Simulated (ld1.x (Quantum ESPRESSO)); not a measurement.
**germanium PAW: all-electron and pseudo phase curves**

Ge (Z = 32), PAW, made with ld1.x (Quantum ESPRESSO) 7.5 (PBE, scalar-relativistic). Core [Ne], reference 3s2 3p6 3d10 4s2 4p2. Waves: 3s (bound): rcut 0.85, rcutus 1.10 bohr; 4s (bound): rcut 0.85, rcutus 1.10 bohr; 3p (bound): rcut 0.90, rcutus 1.05 bohr; 4p (bound): rcut 0.90, rcutus 1.05 bohr; 3d (bound): rcut 0.70, rcutus 0.75 bohr; 3d channel at 1.15 Ry: rcut 0.70, rcutus 0.75 bohr. Local part: all-electron potential smoothed inside 1.05 bohr (lloc = -2). Core correction: Bessel-smoothed model core, default radius (core density twice the valence density). Augmentation charge: BESSEL, radius 0.50 bohr.

The phase is arctan(r·u′/u) with u = r·R(r), unwrapped; energies in Ry, scanned from -14 to 5 Ry. A pole is an energy at which the radial function vanishes at the test radius. The pseudo phase is shifted by a multiple of π to meet the all-electron one at the reference energy, and phase errors are pseudo minus all-electron; the curves can meet again beyond the range given. Levels narrower than the energy grid can be missing from the lists of poles.

```
channel  radius (bohr)  reference energy (Ry)  poles, all-electron  poles, pseudo  unbroken range about the reference energy with phases within 0.05 rad  phase error 1 Ry above the reference energy (rad)
      s           1.20                  -0.86               -11.51         -11.51                                                        the whole range                                             -0.000
      p           1.20                  -0.29                -7.39          -7.39                                                        the whole range                                             -0.000
      d           1.20                  -2.15                -0.63          -0.63                                                        the whole range                                             +0.000
```

Phases in the p channel:

```csv
E (Ry),all-electron,pseudo
-14.00,1.272,1.272
-13.04,1.241,1.240
-12.08,1.192,1.192
-11.12,1.102,1.101
-10.16,0.860,0.859
-9.20,-0.330,-0.331
-8.24,-1.368,-1.368
-7.28,-1.585,-1.585
-6.32,-1.675,-1.675
-5.36,-1.729,-1.729
-4.40,-1.770,-1.770
-3.44,-1.805,-1.805
-2.48,-1.840,-1.840
-1.52,-1.877,-1.877
-0.56,-1.919,-1.919
0.40,-1.968,-1.968
1.36,-2.031,-2.031
2.32,-2.113,-2.114
3.28,-2.228,-2.229
4.24,-2.398,-2.401
```
